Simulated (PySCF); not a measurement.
Isomers of C4H11NSi2. Method used: TDDFT wB97X-D/def2-SVPD, vertical, gas phase, core orbitals frozen in the response in PySCF 2.14.0, density-fitted response routines. Geometries: GFN2-xTB; one conformer of each isolated species. Triplets are in the Tamm–Dancoff approximation.

A. `C#C[Si@@](N)([SiH3])CC`
B. `N#CC[C@H]([SiH3])C[SiH3]`
C. `N#CC[Si@H](CC)[SiH3]`

Lowest singlet levels (six at most, fewer where fewer were computed) with oscillator strengths:

1. 7.23 eV (f 0.018); 7.38 eV (f 0.015); 7.41 eV (f 0.040); 7.72 eV (f 0.075); 7.78 eV (f 0.013); 7.98 eV (f 0.034); T1 6.43 eV
2. 5.94 eV (f 0.005); 6.14 eV (f 0.011); 6.29 eV (f 0.004); 6.41 eV (f 0.027); 6.85 eV (f 0.015); 7.02 eV (f 0.026); T1 5.11 eV
3. 7.78 eV (f 0.002); 7.87 eV (f 0.003); 8.10 eV (f 0.001); 8.21 eV (f 0.009); 8.37 eV (f 0.039); 8.54 eV (f 0.009); T1 6.57 eV

Question: Match each spectrum to its molecule.

Answer: 1 = C, 2 = A, 3 = B.
- A: S1 at 5.94 eV, HOMO-1→LUMO (62%), HOMO-3→LUMO (8%); Löwdin shares by element: HOMO nitrogen 58%, carbon 19% or more, silicon 7% or more (atoms not listed hold the other 16%); LUMO silicon 41%, carbon 26% or more (atoms not listed hold the other 33%); HOMO -9.42 and LUMO 1.24 eV.
- B: S1 at 7.78 eV, HOMO→LUMO (13%), HOMO-2→LUMO+6 (9%); Löwdin shares by element: HOMO carbon 48% or more, silicon 16% or more (atoms not listed hold the other 36%); LUMO silicon 26%, carbon 9% or more, hydrogen 7% or more (atoms not listed hold the other 58%); HOMO -10.52 and LUMO 1.58 eV.
- C: S1 at 7.23 eV, HOMO→LUMO (86%); Löwdin shares by element: HOMO silicon 48%, carbon 21% or more, hydrogen 5% or more (atoms not listed hold the other 26%); LUMO silicon 46%, hydrogen 10% or more, carbon 9% or more (atoms not listed hold the other 35%); HOMO -10.28 and LUMO 1.42 eV.
